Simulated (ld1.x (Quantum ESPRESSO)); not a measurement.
## Before and after: PAW potential for S (Z = 16)

sulfur, PAW, made with ld1.x (Quantum ESPRESSO) 7.5 (PBE, scalar-relativistic). Core [Ne], reference 3s1 3p5. Waves: 3s (bound): rcut 1.00, rcutus 1.25 bohr; 3s channel at -0.95 Ry: rcut 1.00, rcutus 1.25 bohr; 3p (bound): rcut 1.45, rcutus 1.60 bohr; 3p channel at -0.1 Ry: rcut 1.45, rcutus 1.60 bohr; 3d channel at 0.35 Ry: rcut 1.35, rcutus 1.55 bohr; 3d channel at 1.2 Ry: rcut 1.35, rcutus 1.55 bohr. Local part: all-electron potential smoothed inside 1.10 bohr (lloc = -2). Core correction: a·sin(br)/r model core inside 0.75 bohr. Augmentation charge: PSQ, inside the norm-conserving radii.

All-electron outer shells of the reference configuration (PBE, scalar-relativistic, ld1.x):

```csv
shell,level (eV),outermost node (bohr),outermost maximum (bohr)
2s,-213.15,0.13,0.39
2p,-157.93,–,0.33
3s,-17.93,0.60,1.40
3p,-7.56,0.58,1.59
```

Change: reference 3s2 3p2; removed wave 3d channel at 1.2 Ry: rcut 1.35, rcutus 1.55 bohr.

Cutoffs: the cutoffs (Ry, on a coarse ladder) from which the occupation-weighted sum of valence levels, in a spherical-Bessel basis at the reference potential, stays within 10 and 1 mRy of its value at 400 Ry; they do not see the model core or the augmentation charge, which bear on the density cutoff. Errors are all-electron minus pseudo energies relative to the spin-unpolarised reference configuration.

Q: What does the change do?

A: The potential gets harder (21 Ry and 35 Ry → 25 Ry and 45 Ry); the range in which the s phases agree widens (upper end 2.8 → 3.9); neither file shows a bound ghost.

```tsv
quantity	base	changed
cutoff, loose	21 Ry	25 Ry
cutoff, tight	35 Ry	45 Ry
loose cutoff by channel (10 mRy a level)	s 18 Ry, p 15 Ry	s 21 Ry, p 15 Ry
bound ghosts	none	none
largest error over its own tests, meV	-28	-54
s: phases at 1.75 bohr within 0.05 rad from the reference energy up to (Ry; the scan ends near 5)	2.8	3.9
p: phases at 1.75 bohr within 0.05 rad from the reference energy up to (Ry; the scan ends near 5)	to the end of the scan	to the end of the scan
d: phases at 1.75 bohr within 0.05 rad from the reference energy up to (Ry; the scan ends near 5)	to the end of the scan	to the end of the scan
lowest overlap eigenvalue by channel	s 0.55, p 0.79, d 0.96	s 0.53, p 0.78, d 1.00
```
